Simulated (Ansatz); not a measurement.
CH3AlCl (SMILES [CH3][Al][Cl]), doublet, geometry from GFN2-xTB (such geometries of metal compounds can be far from the true shape) (the spin is typed, not shown lowest), atoms displaced at random by about 0.05 Å a coordinate. Base run: PBE/3-21G run with Ansatz (an electronic-structure program).

Here is a job for Ansatz.
Ansatz 0.2 input:
```yaml
crystal:
  periodic: [false, false, false]
  atoms:
    - {symbol: Al, position_ang: [0.61735695, 0.48175955, -0.00392955]}
    - {symbol: C, position_ang: [-0.22011914, 1.73999099, -1.34978796]}
    - {symbol: H, position_ang: [-1.13945195, 2.12393635, -1.09201052]}
    - {symbol: H, position_ang: [-0.35942915, 1.03077680, -2.29988368]}
    - {symbol: H, position_ang: [0.41638934, 2.48668598, -1.71828073]}
    - {symbol: Cl, position_ang: [-0.28607568, -1.17613114, 0.74029575]}
basis:
  gaussian:
    orbitals: 3-21G.json
hamiltonian:
  xc: pbe
magnetization: {spin_polarized: true, initial_magnetization: 1}
relax: {}
```
The basis file holds 3-21G in the JSON format of the Basis Set Exchange.

The base run was repeated with changes; each row names its change, and settings that it needs were set with it.

```csv
change,ΔE vs base (µEh),optimiser steps,core-seconds (rough)
base,0.0,8,8
relax = f_tol: 0.002,-0.1,9,10
relax = f_tol: 0.1,11.6,4,6
relax = max_displacement: 0.02,2.5,11,20
relax = f_tol: 0.0005,-0.1,10,10
relax = max_displacement: 0.5,0.0,8,10
relax = f_tol: 0.05,3.5,5,5
```
